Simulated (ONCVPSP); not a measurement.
## Kr: one change to an ONCV potential, before and after

Kr (Z = 36), optimised norm-conserving Vanderbilt (ONCV), made with ONCVPSP 4.0.1 (PBEsol, scalar-relativistic). Core [Ar] 3d10, reference 4s2 4p5 (charge +1). Waves: 4s: rc 1.35 bohr, ncon 3, nbas 7, qcut 5.2 1/bohr, 2 projectors, debl 2.2 Ha; 4p: rc 1.15 bohr, ncon 4, nbas 8, qcut 8.4 1/bohr, 2 projectors, debl 1.5 Ha. Local part: polynomial inside 0.95 bohr (lpopt 2, dvloc0 0 Ha). Core correction: Teter function, fcfact 2.75, rcfact 1.15.

Change: s: qcut 4.7; p: qcut 7.5.

Cutoffs: the cutoffs (Ha) at which the residual kinetic energy of the hardest occupied pseudo-wave falls to 1 and 0.1 mHa per electron; they do not see the model core or the augmentation charge, which bear on the density cutoff. Errors are all-electron minus pseudo energies relative to the spin-unpolarised reference configuration.

Task: How do hardness, ghosts and transferability respond?

Result: The potential gets harder (52 Ha and 149 Ha → 95 Ha and 155 Ha); both files keep a bound ghost (p); the errors of the 4 common tests hardly move.

| quantity | base | changed |
| --- | --- | --- |
| cutoff, loose | 52 Ha | 95 Ha |
| cutoff, tight | 149 Ha | 155 Ha |
| loose cutoff by channel | s 15 Ha, p 52 Ha | s 34 Ha, p 95 Ha |
| bound ghosts | p | p |
| GHOST(+) flags under 300 eV | s at 120.6 eV | s at 122.8 eV |
| error for 4s2 4p6, meV [ΔE -14.28 eV] | +0.4 | +0.6 |
| error for 4s2 4p4, meV [ΔE 25.18 eV] | -7.9 | -7.6 |
| error for 4s2 4p3, meV [ΔE 62.27 eV] | -30 | -27 |
| error for 4s2 4p2, meV [ΔE 112.11 eV] | -71 | -64 |
| s: phases at 1.37 bohr within 0.05 rad from the reference energy up to (Ha; the scan ends near 5) | 4.2 | 4.3 |
| p: phases at 1.17 bohr within 0.05 rad from the reference energy up to (Ha; the scan ends near 5) | to the end of the scan | to the end of the scan |
| rms error of d²Exc/dni dnj with the model core, mHa | 2.31 | 2.20 |

 A true bound ghost makes a file unfit for plane-wave use even where its test errors are small: the radial tests pick states by their node count and pass the ghost by.
